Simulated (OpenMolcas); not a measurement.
**Au⁵⁺: effect of the active space**

```json
{
  "Program": "OpenMolcas 26.06",
  "Method": "MS-CASPT2, IPEA 0.25 Eh, imaginary shift 0.1 Eh",
  "Basis": "ANO-RCC-VTZP",
  "Scalar Hamiltonian": "DKH2, point nucleus",
  "Spin-orbit coupling": "RASSI with atomic mean-field integrals over the reference wave functions, term energies averaged over their components"
}
```

A. 6 electrons in 5 orbitals (5d); 2S+1 = 5 even, 5 roots; 2S+1 = 3 even, 45 roots; 2S+1 = 1 even, 50 roots; closed shells correlated: 5s 5p; CASPT2 step about 26 core-seconds
B. 6 electrons in 10 orbitals (5d 6d); 2S+1 = 5 even, 5 roots; 2S+1 = 3 even, 45 roots; 2S+1 = 1 even, 49 roots; closed shells correlated: 5s 5p; CASPT2 step of the order of 22 core-minutes

Energies in cm⁻¹ above 5d⁶ ⁵D₄.

```
            Level      A      B
   5d⁶ ⁵D₄ [75 %]    0.0    0.0
          5d⁶ ⁵D₃   9960   9800
   5d⁶ ⁵D₀ [67 %]  13510  13270
          5d⁶ ⁵D₁  13840  13460
   5d⁶ ³G₅ [53 %]  24870  24770
          5d⁶ ³H₆  25490  25470
5d⁶ ³F₂(1) [57 %]  30490  30230
   5d⁶ ³D₁ [70 %]  37460  37050
   5d⁶ ³D₂ [61 %]  38910  38610
   5d⁶ ³H₅ [53 %]  40830  40650
   5d⁶ ³D₃ [68 %]  41570  41300
       5d⁶ ³P₀(2)  43780  45030
          5d⁶ ¹I₆  46220  46120
   5d⁶ ¹F₃ [54 %]  47290  46950
5d⁶ ³P₁(1) [62 %]  49810  49580
5d⁶ ¹G₄(1) [52 %]  53530  53320
5d⁶ ¹D₂(1) [51 %]  54020  53870
5d⁶ ³P₁(2) [74 %]  58230  57820
5d⁶ ³F₄(2) [74 %]  63490  63550
       5d⁶ ³F₂(2)  63790  63300
5d⁶ ³P₂(2) [68 %]  73270  73130
       5d⁶ ¹G₄(2)  73450  73420
5d⁶ ³P₀(1) [51 %]  73810  75440
5d⁶ ³F₃(2) [53 %]  73840  73710
```

The spin-orbit steps hold different terms of 5d⁶ (B lacks a ¹S), which shifts levels as well.

Between A and B the level of the table that moves most is 5d⁶ ³P₀(1) [51 %], by 1600 cm-1 (lowest in A, highest in B). Moves below CASPT2's spread within the term are not significant.

CASPT2 does not keep the components of a term degenerate, so their means are used; among the terms shown or strongly mixed into the levels shown the widest spread is 1400 cm-1 (5d⁶ ¹I, B). The CASPT2 spread within a term exceeds the gap to the next term for 5d⁶ ³D and 5d⁶ ¹I, 5d⁶ ¹I and 5d⁶ ¹G(1), so the order of their levels is uncertain. Active for correlation alone: 6d; no level in the range computed is led by a configuration that fills it, so any true level of that kind is missing (holds for B). Only configurations of the active space appear. The table leaves out levels that lie high or whose names do not pair safely across all columns.

A share in square brackets marks a mixed level and gives the weight of the term that names it, the lowest over the columns. A number in round brackets counts repeated terms of one configuration in the order of the reference energies.
